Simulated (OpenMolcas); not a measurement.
**Ca: effect of the active space**

```json
{"Program": "OpenMolcas 26.06", "Method": "MS-CASPT2, IPEA 0.25 Eh, imaginary shift 0.1 Eh", "Basis": "ANO-RCC-VTZP", "Scalar Hamiltonian": "DKH2, point nucleus", "Spin-orbit coupling": "RASSI with atomic mean-field integrals over the reference wave functions, term energies averaged over their components"}
```

A. 2 electrons in 8 orbitals (4s 4p 5s 5p); 2S+1 = 3 even, 3 roots; 2S+1 = 1 even, 7 roots; 2S+1 = 3 odd, 3 roots; 2S+1 = 1 odd, 3 roots; closed shells correlated: 3s 3p; CASPT2 step roughly 4 core-seconds
B. 2 electrons in 9 orbitals (3d 4s 4p); 2S+1 = 3 even, 18 roots (8 in the spin-orbit step); 2S+1 = 1 even, 12 roots; 2S+1 = 3 odd, 18 roots; 2S+1 = 1 odd, 8 roots; closed shells correlated: 3s 3p; CASPT2 step roughly 20 core-seconds

Energies in cm⁻¹ above 4s² ¹S₀, the measured ground level; measured values from NIST Handbook of Basic Atomic Spectroscopic Data.

```tsv
Level	A	B	Measured
4s² ¹S₀	0.0	0.0	0.0
4s 4p ³P°₀	15020	14560	15158
4s 4p ³P°₁	15060	14590	15210
4s 4p ³P°₂	15140	14650	15316
4s 4p ¹P°₁	27310	24060	23652
```

Deviations, from unrounded energies. A percentage is the sum of absolute deviations over the sum of measured energies, with the sign that they share, or ± where signs differ.

| Against measurement | Levels | A | B |
| --- | --- | --- | --- |
| mean absolute deviation (cm-1) | 4 | 1000 | 570 |
| other configurations (%) | 4 | ±5.9 | ±3.3 |

B lies closest to measurement on these levels. The largest miss of B in the table is 4s 4p ³P°₂, by -660 cm-1. The ranking rests on the paired levels alone, and a cruder setting can come out closer through cancelling errors.

Between A and B the level of the table that moves most is 4s 4p ¹P°₁, by 3200 cm-1 (lowest in B, highest in A). Moves below CASPT2's spread within the term are not significant.

Over all roots computed the reference weight is 0.89 to 0.95 in A; the roots of lowest weight are the least certain, and an intruder state may touch them. The run also gave levels led by 4s 5s, which use shells meant for correlation; these and all levels above them are left out (holds for A). Some high roots are left out of the spin-orbit mixing, which shifts the levels that they would mix with (holds for B). Computed and measured levels are paired by configuration, term and J; levels that our copy of the source lacks, or whose pairing is in doubt (as where it misses far off the trend of its configuration), stay unpaired and out of the deviations. Levels of configurations outside the active space are missing. Levels that lie high or do not pair safely by name in every column are left out.

° marks odd parity.
